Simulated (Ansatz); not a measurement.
Ansatz (a first-principles code) input:

Ansatz 0.2 input:
```yaml
crystal:
  periodic: [false, false, false]
  atoms:
    - {symbol: Sn, position_ang: [-0.00000000, -0.00000000, -0.03502570]}
    - {symbol: H, position_ang: [0.00000000, 0.00000000, 1.75128499]}
basis:
  gaussian:
    orbitals: def2-SVPD
magnetization: {spin_polarized: true, initial_magnetization: 1}
correlation: {method: ccsd_t, electrons: outside_noble_gas}
output: {forces: true}
```

Question: Predict the final energy.

Answer: -213.97618 Eh (CCSD(T)/def2-SVPD). The basis has 40 functions.
